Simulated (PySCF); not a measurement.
## Calculated data, CH₃GeO₂

Calculation on a computer-drawn molecule: the log of a Hartree-Fock and frozen-core CCSD(T) single point meant for a local Hartree-Fock minimum, with one planted fault or none, to be diagnosed. Offsets are logged minus clean, where the clean run is the same molecule without the fault. The reference is restricted for singlets and unrestricted otherwise, and also for a bond in bohr or an excited solution. Adding or removing an electron swaps singlet and doublet. The excited solution moves the top pair (singlet) or top alpha electron (doublet) to the lowest empty orbital. Highest occupied and lowest empty are orbital energies over both spins, largest force is the largest gradient component, triples share is (T) over the correlation energy, the T1 limit is 0.02 restricted and 0.045 unrestricted, electrons count all cores, a negative frequency is imaginary (commonest isotopes), and the dipole is about the centre of nuclear charge; on germanium a core potential holds 10 electrons, which the energies leave out, and 3d is frozen in MP2 and coupled-cluster steps. Program: PySCF 2.14.0.

```xyz
7
formula=CH3GeO2 meant_charge=-1 meant_multiplicity=1 meant_basis=aug-cc-pVDZ meant_basis_and_core_potential_on_germanium=aug-cc-pVDZ-PP_ECP10MDF logged_electrons=58 logged_basis_functions=128 logged_SCF_converged=yes logged_spin_squared=0 logged_highest_occupied=0.31305 logged_lowest_empty=-1.1329 logged_largest_force=0.088746 logged_CC_converged=no logged_dipole_magnitude=5.0672 logged_SCF_stable_within_its_kind=no logged_energy_HF=-482.41048 possible_faults=no_fault,one_electron_removed,one_electron_added,multiplicity_raised_by_two,geometry_at_a_saddle_point,SCF_held_on_an_excited_solution,minimal_basis_STO-3G,one_bond_length_entered_in_bohr,all_coordinates_scaled planted_fault=SCF_held_on_an_excited_solution HF_energy_offset_from_clean_run=219.9
O      2.0173    -3.1408     0.6171
C      1.0412    -2.5224     0.9254
O      0.7755    -2.4286     2.2670
Ge    -0.3585    -1.6781    -0.3687
H      0.0258    -1.8631     2.3623
H      0.6107    -0.4993    -0.8244
H     -1.0624    -0.8236     0.8148
```

Units: logged_highest_occupied, logged_lowest_empty in eV; logged_largest_force in hartree/bohr; logged_dipole_magnitude in debye; logged_energy_HF in hartree; HF_energy_offset_from_clean_run in kcal/mol.

Drawn bonds:
```csv
atom,other atom,order
1,2,1
2,3,1
2,4,2
3,5,1
4,6,1
4,7,1
```

Notes: CCSD not converged; highest electron not bound in this basis.
